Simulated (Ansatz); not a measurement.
**Worked example: C2H6O + B(SiH3)3 → CH6OSi + B(CH3)(SiH3)2**

Species: C2H6O (dimethyl ether) `COC`, singlet; B(SiH3)3, singlet; CH6OSi `CO[SiH3]`, singlet; B(CH3)(SiH3)2, singlet. The partners trade CH3 for SiH3: O–CH3 and B–SiH3 bonds give way to O–SiH3 and B–CH3.

Shapes, held fixed at every level: PBE0-D4/def2-TZVP. Programs: Ansatz 0.2.0. The zero-point and thermal change to 298 K, harmonic and unscaled (PBE0-D4/def2-TZVP), is -2.6 kJ/mol.

At CCSD(T)/CBS estimate; 1 Eh = 2625.50 kJ/mol:

```
      species  energy (Eh)
        C2H6O  -154.862764
     B(SiH3)3  -897.381895
       CH6OSi  -405.930014
B(CH3)(SiH3)2  -646.381159
```

Task: Work out ΔH(298 K) of the reaction at this level.

Result: 
1. Products less reactants: (-405.930014) + (-646.381159) − [(-154.862764) + (-897.381895)] = -0.066514 Eh = -174.6 kJ/mol.
2. With the thermal change: -174.6 + (-2.6) = -177.2 kJ/mol.

Other levels give -186.8 (MP2/def2-TZVPP) to -160.2 kJ/mol (SPW92/def2-TZVPP). No measured value is set beside it here. The CBS estimate extrapolates MP2 from def2-TZVPP and def2-QZVPP and adds CCSD(T) − MP2 in the triple-zeta set, cores frozen.
